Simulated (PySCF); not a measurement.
A search over the determinants of GaF

Unrestricted PBE0; Ga cc-pVDZ-PP with ECP10, F cc-pVDZ; scalar-relativistic core potentials (PySCF 2.14). Outer shells of the fragments: Ga 3d10 4s2 4p1; F 2s2 2p5.

Followed along the bond (rough minima from three points):

```tsv
2Ms+1	unpaired	⟨S²⟩ at the start	R at minimum (Å)	Te (eV)
1	none	0.00	1.81	0.00
3	σ ↑, π ↑	2.00	1.80	4.01
```

Solutions found at the starting distance of 1.820 Å, counted from the lowest of them; the search is not exhaustive and high or unbound solutions are not listed, so other states can lie among these:

```tsv
2Ms+1	unpaired	term	E (eV)	⟨S²⟩	⟨Lz²⟩	μ (D)
1	none	¹Σ⁺	0.00	0.00	0.00	-2.34
3	σ ↑, π ↑	³Π	4.01	2.00	1.00	-2.35
1	σ ↓, π ↑	mixed	4.68	1.01	1.00	-2.01
3	σ ↑↑	³Σ⁺	6.37	2.00	0.00	-1.60
3	π ↑↑	mixed	7.35	2.01	2.01	2.37
3	π ↑↑	mixed	7.50	2.01	2.01	2.41
3	σ ↑, π ↑	³Π	9.14	2.00	1.00	2.47
```

A term symbol is given only where ⟨S²⟩ and ⟨Lz²⟩ are close to those of a pure state; real π, δ and φ orbitals otherwise mix terms. A positive dipole means Ga(−)F(+).

Counting both spins, an empty level lies below a filled one in some of these solutions, because spin and occupation are held.
